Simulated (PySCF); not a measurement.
C5H9N, SMILES C1N(C)CC=C1.

Geometry optimised at B3LYP-D3(BJ)/def2-SVP. One conformer was computed; it need not be the lowest.

Level of theory: TDDFT-M06-2X/def2-SVPD in PySCF.

Vertical excitations. Isolated molecule, no solvent. State labels are in the subgroup Cs.

Computed UV-visible absorptions:
```json
[
 {"state": "S1", "symmetry": "A\"", "energy (eV)": "5.57", "λ (nm)": "222", "f": "0.034", "main pairs": "HOMO→LUMO+1 99 %"},
 {"state": "S2", "symmetry": "A'", "energy (eV)": "5.84", "λ (nm)": "212", "f": "0.026", "main pairs": "HOMO→LUMO 93 %"},
 {"state": "S3", "symmetry": "A'", "energy (eV)": "6.60", "λ (nm)": "188", "f": "0.004", "main pairs": "HOMO→LUMO+2 84 %"},
 {"state": "S4", "symmetry": "A\"", "energy (eV)": "6.73", "λ (nm)": "184", "f": "0.000", "main pairs": "HOMO→LUMO+3 93 %"},
 {"state": "S5", "symmetry": "A'", "energy (eV)": "7.23", "λ (nm)": "172", "f": "0.019", "main pairs": "HOMO−1→LUMO 57 %, HOMO−1→LUMO+2 22 %, HOMO→LUMO+4 11 %"},
 {"state": "S6", "symmetry": "A\"", "energy (eV)": "7.36", "λ (nm)": "169", "f": "0.165", "main pairs": "HOMO−1→LUMO+1 95 %"},
 {"state": "S7", "symmetry": "A'", "energy (eV)": "7.47", "λ (nm)": "166", "f": "0.015", "main pairs": "HOMO→LUMO+4 64 %, HOMO−1→LUMO 10 %"},
 {"state": "S8", "symmetry": "A\"", "energy (eV)": "7.48", "λ (nm)": "166", "f": "0.011", "main pairs": "HOMO→LUMO+5 78 %"},
 {"state": "S9", "symmetry": "A'", "energy (eV)": "7.60", "λ (nm)": "163", "f": "0.006", "main pairs": "HOMO→LUMO+7 41 %, HOMO→LUMO+6 20 %, HOMO→LUMO+9 15 %, HOMO−1→LUMO 10 %"},
 {"state": "S10", "symmetry": "A'", "energy (eV)": "7.81", "λ (nm)": "159", "f": "0.068", "main pairs": "HOMO→LUMO+6 67 %, HOMO→LUMO+7 13 %"},
 {"state": "T1", "symmetry": "A\"", "energy (eV)": "4.55", "λ (nm)": "273", "f": "0", "main pairs": "HOMO−1→LUMO+1 60 %, HOMO→LUMO+1 36 %"},
 {"state": "T2", "symmetry": "A\"", "energy (eV)": "5.70", "λ (nm)": "217", "f": "0", "main pairs": "HOMO→LUMO+1 63 %, HOMO−1→LUMO+1 35 %"},
 {"state": "T3", "symmetry": "A'", "energy (eV)": "5.87", "λ (nm)": "211", "f": "0", "main pairs": "HOMO→LUMO 90 %"},
 {"state": "T4", "symmetry": "A'", "energy (eV)": "6.60", "λ (nm)": "188", "f": "0", "main pairs": "HOMO→LUMO+2 81 %"}
]
```
Triplets are in the Tamm–Dancoff approximation, which puts them higher than full response would, so one can lie above its singlet here.
